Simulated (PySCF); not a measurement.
**MgI, PBE0: how much the basis matters**

PySCF, UKS reference; doublet, unpaired electrons σ ↑; De to Mg + I without counterpoise correction.

```json
{"basis": "def2-SVP", "relativity": "scalar-relativistic core potentials", "functions": "44", "Re (Å)": "2.612", "ωe (cm⁻¹)": "304", "De (eV)": "2.29", "μ (D)": "-3.27"}
{"basis": "x2c-SVPall", "relativity": "spin-free X2C", "functions": "54", "Re (Å)": "2.604", "ωe (cm⁻¹)": "311", "De (eV)": "2.34", "μ (D)": "-3.03"}
{"basis": "def2-SVPD", "relativity": "scalar-relativistic core potentials", "functions": "56", "Re (Å)": "2.619", "ωe (cm⁻¹)": "299", "De (eV)": "2.30", "μ (D)": "-3.41"}
{"basis": "cc-pVTZ/cc-pVTZ-PP", "relativity": "scalar-relativistic core potentials", "functions": "73", "Re (Å)": "2.590", "ωe (cm⁻¹)": "311", "De (eV)": "2.33", "μ (D)": "-3.22"}
{"basis": "x2c-TZVPPall", "relativity": "spin-free X2C", "functions": "92", "Re (Å)": "2.590", "ωe (cm⁻¹)": "309", "De (eV)": "2.32", "μ (D)": "-3.13"}
```

Problem. How does each smaller set differ from the one with most functions, x2c-TZVPPall?

Solution. def2-SVP: +2.2 pm, -1.6 % in ωe, -0.03 eV in De; x2c-SVPall: +1.4 pm, +0.6 % in ωe, +0.02 eV in De; def2-SVPD: +2.9 pm, -3.2 % in ωe, -0.02 eV in De; cc-pVTZ/cc-pVTZ-PP: +0.0 pm, +0.6 % in ωe, +0.01 eV in De. All at PBE0; the set with most functions is neither the basis-set limit nor always the best. The rows treat relativity differently, so the differences are not basis effects alone.

A positive dipole means Mg(−)I(+). These are scalar-relativistic numbers at best; spin–orbit coupling would shift them, the dissociation energy most. The state was picked by a PBE0 search and need not be the measured ground state.
